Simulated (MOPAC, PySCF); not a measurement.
CH6OSn, SMILES `C[O][SnH3]`, neutral singlet in the gas phase. 

Z-matrix (Å, degrees):
```
O
C 1 1.4030
H 2 1.1047 1 108.66
H 2 1.1106 3 107.10 1 122.64
H 2 1.1106 3 107.10 4 114.72
Sn 1 2.0027 2 120.63 3 -179.99
H 6 1.7104 1 103.13 2 179.87
H 6 1.7229 7 113.05 1 -116.34
H 6 1.7229 7 113.06 8 -127.33
```
Charge 0, multiplicity 1.

All levels are single points at this geometry (B3LYP-D3(BJ)/def2-SVP); Pople sets use spherical d functions. Orbital energies aren't observables, and empty levels follow the basis.

PBE-D3(BJ)/def2-TZVP in PySCF gives dipole (D) = 1.35.

Task: Estimate the dipole (D) from each of these levels: B3LYP-D3(BJ)/def2-TZVP in PySCF; M06-2X/def2-TZVP in PySCF; B3LYP/6-311+G** (LANL2DZ on Sn) in PySCF; B3LYP/6-31G* (LANL2DZ on Sn) in PySCF; B3LYP/LANL2DZ in PySCF; BP86/6-31G* (LANL2DZ on Sn) in PySCF; M06-2X/6-31G* (LANL2DZ on Sn) in PySCF; SVWN5/6-31G* (LANL2DZ on Sn) in PySCF; HF/6-31G* (LANL2DZ on Sn) in PySCF; PM3 in MOPAC; PM6 in MOPAC; PM7 in MOPAC.

Result: 
```tsv
level	dipole (D)
B3LYP-D3(BJ)/def2-TZVP in PySCF	1.49
M06-2X/def2-TZVP in PySCF	1.65
B3LYP/6-311+G** (LANL2DZ on Sn) in PySCF	1.93
B3LYP/6-31G* (LANL2DZ on Sn) in PySCF	1.69
B3LYP/LANL2DZ in PySCF	2.13
BP86/6-31G* (LANL2DZ on Sn) in PySCF	1.54
M06-2X/6-31G* (LANL2DZ on Sn) in PySCF	1.75
SVWN5/6-31G* (LANL2DZ on Sn) in PySCF	1.60
HF/6-31G* (LANL2DZ on Sn) in PySCF	2.05
PM3 in MOPAC	1.63
PM6 in MOPAC	2.74
PM7 in MOPAC	2.82
```
